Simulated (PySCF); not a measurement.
# MCl₂ across the sixth-period p block

Level: PBE0, basis family def2-TZVP, scalar-relativistic core potentials from Rb on and no relativity for lighter atoms.

Each entry is the lowest minimum that a search over a few typed start shapes (and spin states, where more than one is plausible) found, or that minimum re-optimised at the stated level; isomers with ligand–ligand bonds, or fragments after loss of a ligand pair, can lie lower. Open shells are unrestricted; no spin–orbit coupling; PySCF with density fitting.

| molecule | 2S+1 | point group | mean bond to the central atom (Å) | gap (eV) | lowest ω (cm⁻¹) | distinct angles (°) | dipole (D) |
| --- | --- | --- | --- | --- | --- | --- | --- |
| TlCl₂ | 2 | C2v | 2.462 | – | 52 | 132 | 2.31 |
| PbCl₂ | 1 | C2v | 2.456 | 5.07 | 99 | 99 | 4.51 |
| BiCl₂ | 2 | C2v | 2.429 | – | 105 | 99 | 3.68 |

The bond shortens at every step; the largest change, -0.027 Å, falls between PbCl₂ and BiCl₂ among the members listed.

Spin–orbit coupling can matter for TlCl₂, PbCl₂, BiCl₂.

Left out of the table are members whose search was unfinished or whose lowest solution was spin-contaminated, unstable, very soft or bonded differently.
